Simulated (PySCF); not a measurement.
H2Zr, neutral, multiplicity 3. Atoms are numbered in the order given.

```xyz
3

Zr     0.0000     0.0000     0.0463
H      0.0000     1.5863    -0.9262
H      0.0000    -1.5863    -0.9262
```
Charge 0, spin multiplicity 3.

The structure is a stationary point at PBE-D3(BJ)/def2-TZVPD. The spin state was assumed, not searched. The def2 effective core potentials stand for the cores of Zr; spin–orbit coupling is left out.

Level of theory: M06-2X/def2-TZVPD (PySCF).

Gas-phase values at a fixed geometry.

```json
{
 "total_energy": "-48.01444 hartree",
 "point_group": "C2v",
 "α spin, highest occupied and lowest empty level": "-5.93 and -1.13 eV",
 "β spin, highest occupied and lowest empty level": "-8.55 and -3.71 eV",
 "dipole_moment": "2.54 D",
 "quadrupole, principal values (traceless, Buckingham form, about the centre of nuclear charge)": "-4.75, -0.11, 4.86 D·Å",
 "mean_static_polarisability": "80.7 bohr³ (11.95 Å³)",
 "polarisability_principal_values": "65.4, 87.0, 89.6 bohr³",
 "⟨S²⟩": "2.003 (pure state 2.00)"
}
```
